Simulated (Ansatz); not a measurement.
Isomers of CH₅NOSi, relaxed with PBE0-D4/def2-TZVP in Ansatz; electronic energies, one conformer each and not always the lowest. Functionals use def2-TZVPP; CBS adds triple-zeta CCSD(T) − MP2 to the MP2 limit of def2-TZVPP and def2-QZVPP.

Problem. Order them by energy at frozen-core CCSD(T)/CBS, lowest first. (Best estimate.)
A. `NC1O[SiH2]1`
B. `O[SiH]1CN1`
C. `NC(=O)[SiH3]`
D. `O=CN[SiH3]`
E. `OC1N[SiH2]1`

Solution. D (0.0 kJ/mol), B (4.1 kJ/mol), C (69.8 kJ/mol), A (123.5 kJ/mol), E (188.8 kJ/mol).

Problem. How do PBE0-D4, r2SCAN-D4, B3LYP, HF/CBS(def2) place them (kJ/mol, against `O=CN[SiH3]`)? (Estimate.)

Solution. Computed: 
| isomer | PBE0-D4 | r2SCAN-D4 | B3LYP | HF/CBS(def2) |
| --- | --- | --- | --- | --- |
| `OC1N[SiH2]1` | 183.5 | 193.3 | 203.1 | 232.7 |
| `O[SiH]1CN1` | 10.5 | 13.8 | 25.8 | 40.8 |
| `NC1O[SiH2]1` | 122.6 | 125.5 | 136.3 | 168.0 |
| `NC(=O)[SiH3]` | 61.5 | 63.6 | 64.1 | 81.8 |

B3LYP here is the variant with VWN-RPA as its local correlation; programs differ in this.
